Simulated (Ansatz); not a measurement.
CdH$_{2}$O$_{2}$ (`[OH][Cd][OH]`), charge 0, multiplicity 1.

Give a relaxed structure at PBE0-D4/def2-TZVP (the Gaussian-basis code of Ansatz). (An estimate is asked.)

Computed: 
```xyz
5

O    -1.6023    0.3959   -1.0822
Cd   -0.0124   -0.1568   -0.0829
O     1.5652   -0.8663    0.8337
H    -2.2367    0.8604   -0.5317
H     2.2862   -0.2333    0.8632
```
Point group C2.
